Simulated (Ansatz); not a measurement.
`[OH][Hf]([F])([SH])[Cl]` + H–F → `[F][Hf]([F])([SH])[Cl]` + H₂O at 298.15 K and 1 bar (ligand exchange at the Hf–O bond).

Program: Ansatz. Geometries: PBE0-D4/def2-TZVP. ΔE: electronic, gas phase. CCSD(T)/CBS is the MP2 limit (def2-TZVPP, def2-QZVPP) plus CCSD(T) − MP2 in def2-TZVPP, frozen cores. This one scheme is used for every species. Elements past krypton have def2 core potentials. For Hf outer-core shells are correlated without core-valence functions, which leaves a few kJ/mol of doubt a bond. One conformer a species, not always the lowest.

```json
{"species": "`[OH][Hf]([F])([SH])[Cl]`", "CCSD(T)/CBS energy (Eh)": "-1081.90201", "H − E (kJ/mol)": "89.7", "S (J/(mol·K))": "404.6"}
{"species": "H–F", "CCSD(T)/CBS energy (Eh)": "-100.39570", "H − E (kJ/mol)": "33.5", "S (J/(mol·K))": "173.6"}
{"species": "`[F][Hf]([F])([SH])[Cl]`", "CCSD(T)/CBS energy (Eh)": "-1105.93208", "H − E (kJ/mol)": "59.8", "S (J/(mol·K))": "391.9"}
{"species": "H₂O", "CCSD(T)/CBS energy (Eh)": "-76.37941", "H − E (kJ/mol)": "66.4", "S (J/(mol·K))": "188.7"}
```

H − E and S are ideal-gas, rigid-rotor, harmonic terms from PBE0-D4/def2-TZVP, for one conformer and one mirror image of each species. 1 Eh = 2625.50 kJ/mol, R = 8.31446 J/(mol·K).

Q: By hand: ΔE, ΔH, ΔS and ΔG.

A: ΔE = (-1105.93208) + (-76.37941) − (-1081.90201) − (-100.39570) = -0.01378 Eh = -36.2 kJ/mol. Δ(H − E) = 59.8 + 66.4 − 89.7 − 33.5 = 3.0, so ΔH = -33.2 kJ/mol. ΔS = 391.9 + 188.7 − 404.6 − 173.6 = 2.4 J/(mol·K). ΔG = -33.2 − 298.15 × (2.4)/1000 = -33.9 kJ/mol.

Q: By hand: the equilibrium constant, and the temperature at which ΔG would vanish if ΔH and ΔS stayed fixed.

A: log₁₀ K = −ΔG/(RT ln 10) = 5.9. ΔH and −TΔS have one sign here, so there is no such temperature.

The number of gas molecules stays the same, so ΔS is small and ΔH decides. A doubt of 5 kJ/mol in ΔE shifts log₁₀ K by 0.9 here. Other conformers and mirror images would add mixing entropy, several J/(mol·K) or more a flexible species. These are equilibria of isolated gas molecules and say nothing of rates. Largest T1 diagnostic: 0.016 (customary marks: 0.02 for closed shells, 0.045 for open ones).

ΔS is within the doubt of such terms, so its sign, and with it that verdict, could turn.
